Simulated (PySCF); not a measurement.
Start geometry of WO2(SMe)2, `C[S][W](=[O])(=[O])[S]C` from GFN2-xTB (Å):
```
atom  x, y, z in Å
W1     0.2427   -0.6249    0.8589
O2     0.2258   -0.4747    2.5133
O3     1.5549   -0.5433   -0.0558
S4    -0.8050    1.4285    0.1334
C5     0.4149    2.4135    0.9123
H6     0.3591    2.3034    2.0197
H7     0.2600    3.4698    0.6938
H8     1.4437    2.1386    0.5332
S9    -1.1740   -2.2675    0.1300
C10   -0.6692   -2.0161   -1.6577
H11   -0.7760   -0.9566   -1.9180
H12   -1.3217   -2.5885   -2.2890
H13    0.2754   -2.3343   -1.8519
```

**Question.** What comes out of this run: PBE0-D3(BJ)/def2-SVP geometry optimisation, gas phase, def2 core potentials past Kr in PySCF?

**Answer.** 
```
atom  x, y, z in Å
W1     0.1014   -0.5110    0.8025
O2     0.3074   -0.7124    2.4815
O3     1.6266   -0.6463    0.0488
S4    -0.7510    1.6274    0.3713
C5     0.5962    2.6949    0.9977
H6     0.7422    2.5389    2.0749
H7     0.2788    3.7311    0.8218
H8     1.5320    2.5016    0.4568
S9    -1.3582   -2.1247    0.0008
C10   -0.8282   -2.2557   -1.7466
H11   -0.8005   -1.2746   -2.2377
H12   -1.5741   -2.8863   -2.2479
H13    0.1581   -2.7351   -1.8016
```

The energy falls by 32.7 kcal/mol over 11 energy and gradient evaluations, the largest force component goes from 0.1979 to 3.2e-04 Eh/bohr, and the atoms move by 0.321 Å rms after alignment. The bond that changes most is W1–O3 (ends: tungsten bonded to 2 O and 2 S; oxygen bonded to W), which lengthens by 0.105 Å. Bonds longer at the end by more than 0.005 Å: 7 of 12; shorter: 4. Among the angles that change most is O2–W1–O3, from 124.9° to 108.5°. Among the dihedrals that turn most is O2–W1–S9–C10, from -177° to -154°. Rotational constants go from 1833, 995.0, 836.6 to 1922, 875.4, 768.1 MHz. The orientation of the end geometry is arbitrary; only internal coordinates are fixed.

The run used 154 basis functions and 90 SCF cycles in all. Time: 2.8 min wall; peak memory 0.60 GiB. Hardware: one thread of an Arm Neoverse V1, shared host.

No frequency check.
